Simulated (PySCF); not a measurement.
Al(Cl)2(OEt) (C2H5AlCl2O), SMILES CC[O][Al]([Cl])[Cl].

The structure is a stationary point at PBE0-D3(BJ)/def2-SVP. Other conformers were not sampled.

These are TDA-ωB97X/def2-SVPD (PySCF) values and carry that method's errors.

Vertical excitations. 

```json
[
 {"state": "S1", "energy (eV)": "6.94", "λ (nm)": "179", "f": "0.006", "main pairs": "HOMO→LUMO 66 %, HOMO−1→LUMO 18 %"},
 {"state": "S2", "energy (eV)": "7.07", "λ (nm)": "175", "f": "0.011", "main pairs": "HOMO−1→LUMO 66 %, HOMO→LUMO 17 %"},
 {"state": "S3", "energy (eV)": "7.41", "λ (nm)": "167", "f": "0.003", "main pairs": "HOMO→LUMO+1 80 %"},
 {"state": "S4", "energy (eV)": "7.64", "λ (nm)": "162", "f": "0.051", "main pairs": "HOMO−2→LUMO 78 %"},
 {"state": "S5", "energy (eV)": "7.69", "λ (nm)": "161", "f": "0.002", "main pairs": "HOMO−3→LUMO 85 %"},
 {"state": "S6", "energy (eV)": "7.87", "λ (nm)": "158", "f": "0.064", "main pairs": "HOMO−1→LUMO+1 65 %"},
 {"state": "S7", "energy (eV)": "8.03", "λ (nm)": "154", "f": "0.002", "main pairs": "HOMO−2→LUMO+1 91 %"},
 {"state": "S8", "energy (eV)": "8.10", "λ (nm)": "153", "f": "0.149", "main pairs": "HOMO−4→LUMO 76 %"},
 {"state": "S9", "energy (eV)": "8.33", "λ (nm)": "149", "f": "0.161", "main pairs": "HOMO−5→LUMO 82 %"},
 {"state": "S10", "energy (eV)": "8.47", "λ (nm)": "146", "f": "0.003", "main pairs": "HOMO−4→LUMO+1 91 %"},
 {"state": "T1", "energy (eV)": "6.70", "λ (nm)": "185", "f": "0", "main pairs": "HOMO→LUMO 77 %"},
 {"state": "T2", "energy (eV)": "6.81", "λ (nm)": "182", "f": "0", "main pairs": "HOMO−1→LUMO 79 %"},
 {"state": "T3", "energy (eV)": "7.15", "λ (nm)": "173", "f": "0", "main pairs": "HOMO→LUMO+1 48 %, HOMO−1→LUMO+1 39 %"},
 {"state": "T4", "energy (eV)": "7.30", "λ (nm)": "170", "f": "0", "main pairs": "HOMO→LUMO+1 38 %, HOMO−1→LUMO+1 32 %, HOMO−2→LUMO 18 %"}
]
```
Triplets are in the Tamm–Dancoff approximation.
